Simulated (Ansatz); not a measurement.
`CB[SiH](C)Cl` → `CB[SiH2]Cl` + `[CH2]` (triplet) at 400 K and 1 bar (formal loss of a carbene).

Isolated molecules relaxed with PBE0-D4/def2-TZVP in Ansatz; ΔE leaves out vibrations. CCSD(T)/CBS adds triple-zeta CCSD(T) − MP2 to the extrapolated MP2 energy (def2 sets, frozen cores). This one scheme is used for every species. Triplets are unrestricted, without spin–orbit coupling. One conformer a species, not always the lowest.

| species | CCSD(T)/CBS energy (Eh) | H − E (kJ/mol) | S (J/(mol·K)) |
| --- | --- | --- | --- |
| `CB[SiH](C)Cl` | -854.62010 | 290.8 | 422.3 |
| `CB[SiH2]Cl` | -815.34006 | 207.2 | 381.5 |
| `[CH2]` (triplet) | -39.09499 | 59.0 | 205.7 |

H − E and S are ideal-gas, rigid-rotor, harmonic terms from PBE0-D4/def2-TZVP, for one conformer and one mirror image of each species, with the whole ground term of open shells counted as degenerate. 1 Eh = 2625.50 kJ/mol, R = 8.31446 J/(mol·K).

**Question.** By hand: ΔE, ΔH, ΔS and ΔG.

**Answer.** ΔE = (-815.34006) + (-39.09499) − (-854.62010) = 0.18505 Eh = 485.8 kJ/mol. Δ(H − E) = 207.2 + 59.0 − 290.8 = -24.6, so ΔH = 461.2 kJ/mol. ΔS = 381.5 + 205.7 − 422.3 = 164.9 J/(mol·K). ΔG = 461.2 − 400 × (164.9)/1000 = 395.2 kJ/mol.

**Question.** By hand: the equilibrium constant, and the temperature at which ΔG would vanish if ΔH and ΔS stayed fixed.

**Answer.** log₁₀ K = −ΔG/(RT ln 10) = -51.6. ΔG = 0 at ΔH/ΔS = 2797 K, far beyond where these terms or the molecules hold.

The number of gas molecules changes by +1, which sets the sign of ΔS. A doubt of 5 kJ/mol in ΔE shifts log₁₀ K by 0.7 here. Other conformers and mirror images would add mixing entropy, several J/(mol·K) or more a flexible species. Modes under 60 cm⁻¹, often nearly free rotors, make the harmonic entropy too high. A triplet takes part, so the spin changes. These are equilibria of isolated gas molecules and say nothing of rates. Largest T1 diagnostic: 0.011 (customary marks: 0.02 for closed shells, 0.045 for open ones).
